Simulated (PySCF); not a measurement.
# What a mistake does to a calculation on AlBH4NO anion

All numbers below are calculated, not measured. The program is PySCF 2.14.0, an open-source quantum chemistry code, run on an isolated molecule that a program drew, which may never have been made. The molecule is AlBH4NO anion (charge -1, singlet), drawn as the SMILES string `[NH2][AlH2-][B]=O`.

Each row is a Hartree-Fock (HF) and frozen-core CCSD(T) single point in the aug-cc-pV(D+d)Z basis, meant for a local HF minimum. Run 1 is clean. Each other run has one planted mistake out of seven kinds, and not every kind appears here: one electron removed, one electron added, multiplicity raised by two, geometry at a saddle point, minimal basis STO-3G, one bond length entered in bohr, all coordinates scaled. The reference is restricted for singlets and unrestricted otherwise, and also for a bond in bohr. Adding or removing an electron swaps singlet and doublet. Electrons count all cores. HOMO and LUMO are orbital energies over both spins, the gradient is its largest component, and the lowest frequency (negative if imaginary) is given only where the gradient is small. Bond lengths are over the 7 bonds as drawn. T1 is the CCSD diagnostic: over 0.02 (restricted) or 0.045 (unrestricted) a single reference is doubtful.

Geometry of the clean run:
```xyz
8
AlBH4NO anion, angstrom
N     0.8238    0.2023   -0.0312
Al    0.1127   -1.2892   -0.8907
B    -1.7890   -1.7882    0.1391
O    -2.8191   -2.0753    0.6999
H     1.5029    0.7574   -0.5171
H     1.1086    0.1479    0.9287
H    -0.2038   -0.9041   -2.4416
H     1.0184   -2.6511   -0.8079
```

```
run,electrons,basis functions,<S^2>,HOMO (eV),LUMO (eV),gradient (hartree/bohr),lowest frequency (cm^-1),mean bond (Å),longest bond (Å),T1,HF (hartree),CCSD(T) (hartree),mistake
1,38,137,0.000,-5.37,3.19,6.4e-06,91,1.5088,2.219,0.0167,-398.38896,-398.99092,no fault
2,38,28,0.000,-1.27,16.80,4.7e-02,-,1.5088,2.219,0.0179,-393.24386,-393.46590,minimal basis STO-3G
3,38,137,2.010,-0.32,2.86,4.4e-02,-,1.5088,2.219,0.0324,-398.27549,-398.84107,multiplicity raised by two
4,38,137,0.822,-5.47,3.18,1.7e-02,-,1.6362,2.219,0.0667,-398.26208,-398.85376,?
5,37,137,0.764,-10.91,-1.55,5.4e-02,-,1.5088,2.219,0.0473,-398.26802,-398.83037,?
```

**Which mistake was planted in run 4, and what did it cost?**

The mean bond changes by a factor of 1.084 and the longest by 1.000, so the molecule wasn't scaled as a whole. A length L in bohr read as angstrom grows by (1/0.5292 - 1) L = 0.890 L. The 7 bonds together grew by 7 x 0.1274 = 0.892 Å, which gives L = 1.002 Å. That is the length of one of the H-N bonds, 1.003 Å in the clean geometry. So the mistake is: one bond length entered in bohr. Subtracting run 1 and multiplying by 627.51 kcal/mol a hartree, the energy moved by 79.6 kcal/mol in HF and 86.1 kcal/mol in CCSD(T).

**Which mistake was planted in run 5, and what did it cost?**

It counts 37 electrons, one fewer than the clean run, at the same geometry and basis. So the mistake is: one electron removed. Subtracting run 1 and multiplying by 627.51 kcal/mol a hartree, the energy moved by 75.9 kcal/mol in HF and 100.7 kcal/mol in CCSD(T).

Cautions from the logs. Run 4: T1 is over the limit, so its CCSD(T) energy is less reliable; run 5: T1 is over the limit, so its CCSD(T) energy is less reliable.
